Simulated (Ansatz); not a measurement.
Ge(iPr)2Cl2 (C6H14Cl2Ge), relaxed as a singlet with RKS PBE-D4/def2-SVP in Ansatz, starting from the GFN2-xTB geometry. Force threshold 0.03 eV/Å.

Start:

```xyz
23

Ge   -0.299    0.767   -0.298
C     0.472   -0.619   -1.615
C     1.811   -1.129   -1.106
C     0.587   -0.020   -3.006
H    -0.247   -1.442   -1.637
H     1.709   -1.580   -0.120
H     2.528   -0.314   -1.041
H     2.209   -1.881   -1.787
H     0.935   -0.771   -3.715
H    -0.378    0.353   -3.345
H     1.295    0.807   -3.007
C    -0.367    0.263    1.700
C    -1.201   -0.993    1.891
C    -0.902    1.424    2.521
H     0.667    0.063    1.992
H    -0.797   -1.824    1.314
H    -2.227   -0.820    1.571
H    -1.214   -1.280    2.942
H    -0.887    1.178    3.582
H    -0.295    2.316    2.367
H    -1.927    1.652    2.235
Cl   -2.295    1.262   -0.933
Cl    0.823    2.591   -0.504
```

(1) Estimate the energy that the relaxation releases and the steps that it takes.

(2) Does the start keep its bonding?

(3) Predict the relaxed structure.

Results:

(1) 5.9 kcal/mol, in 8 steps; 27 s on 4 threads of Arm Neoverse V1 on a shared host. The force fell under the threshold at step 4, but the optimiser went on and released 0.003 eV more. No frequencies were taken in this run, so the end may be a saddle point.

(2) By distances, no bond broke or formed. The bond that changes most is Ge1–C2, from 2.06 to 1.98 Å (atoms count from 1).

(3) 
```xyz
23

Ge   -0.2282    0.7347   -0.2579
C     0.4743   -0.6027   -1.5355
C     1.8598   -1.0679   -1.0683
C     0.4724   -0.0444   -2.9615
H    -0.2482   -1.4467   -1.4662
H     1.8358   -1.5211   -0.0555
H     2.5787   -0.2226   -1.0439
H     2.2691   -1.8320   -1.7630
H     0.8356   -0.8092   -3.6802
H    -0.5433    0.2681   -3.2760
H     1.1376    0.8399   -3.0425
C    -0.3679    0.2519    1.6556
C    -1.2219   -1.0145    1.7984
C    -0.8938    1.4324    2.4762
H     0.6820    0.0319    1.9526
H    -0.8007   -1.8757    1.2393
H    -2.2545   -0.8445    1.4294
H    -1.2951   -1.3166    2.8649
H    -0.9334    1.1707    3.5549
H    -0.2503    2.3273    2.3626
H    -1.9193    1.7118    2.1578
Cl   -2.2407    1.3153   -0.9221
Cl    1.0520    2.5137   -0.4190
```
Bond lengths: 4 × C–C 1.53 Å; 2 × C–Ge 1.98 Å; 2 × Cl–Ge 2.20 Å; 14 × C–H 1.11 Å.
